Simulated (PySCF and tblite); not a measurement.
Results of a calculation; reference values are marked as such.
**Barrier and rate of a ring inversion**

System: C3H6OSe, numbered as in [CH2:1]1[CH2:2][Se:3][CH2:4][O:5]1.

Motion: inversion of the 5-membered ring (1–2–3–4–5). Geometries: PBE0-D3(BJ)/def2-SVP; energies: BHandHLYP/pcSseg-1 + D3(BJ); zero-point and thermal terms from GFN2-xTB harmonic modes (soft modes blended into free rotors). Rates follow Eyring's equation with the number of equivalent paths and no tunnelling. Programs: tblite and PySCF.

| point | symmetry | E(GFN2) kcal/mol | E(DFT) kcal/mol | ZPE change kcal/mol | lowest mode cm⁻¹ | dipole D |
| --- | --- | --- | --- | --- | --- | --- |
| start (twist) | C1 | 0.0 | 0.0 | 0.00 | 125 | 1.38 |
| saddle (between envelope and twist) | C1 | 4.4 | 3.1 | -0.59 | 168i | 1.54 |
| end (between envelope and twist) | C1 | 0.0 | 0.0 | 0.00 | 125 | 1.38 |

```json
{
 "Electronic barrier": "3.1 kcal/mol",
 "Barrier with zero-point energy": "2.5 kcal/mol",
 "ΔH‡ (298 K)": "2.2 kcal/mol",
 "ΔS‡ (298 K, symmetry apart)": "-2.0 cal/(mol K)",
 "Paths": "2 equivalent paths",
 "End point": "the same structure with atoms interchanged, or its mirror image",
 "Mean lifetime of the start against this motion at 298 K": "9.4 ps",
 "Cost": "2.8 min on 1 thread of Intel Xeon 6975P-C, on a host shared with other jobs (rough), peak memory 0.81 GiB, launched as `OMP_NUM_THREADS=1 python ens_run.py task.json out`"
}
```

```json
{"T/K": "150", "ΔG‡ kcal/mol": "2.6", "k s⁻¹": "9.5×10⁸"}
{"T/K": "200", "ΔG‡ kcal/mol": "2.7", "k s⁻¹": "1×10¹⁰"}
{"T/K": "250", "ΔG‡ kcal/mol": "2.7", "k s⁻¹": "4.2×10¹⁰"}
{"T/K": "298", "ΔG‡ kcal/mol": "2.8", "k s⁻¹": "1.1×10¹¹"}
{"T/K": "350", "ΔG‡ kcal/mol": "2.9", "k s⁻¹": "2.2×10¹¹"}
{"T/K": "400", "ΔG‡ kcal/mol": "3.0", "k s⁻¹": "3.7×10¹¹"}
{"T/K": "500", "ΔG‡ kcal/mol": "3.3", "k s⁻¹": "7.8×10¹¹"}
```

ΔG and ΔG‡ leave out symmetry numbers and mirror images; rates count paths: 2 out.

Spin–orbit effects of heavy atoms on shieldings are missing.
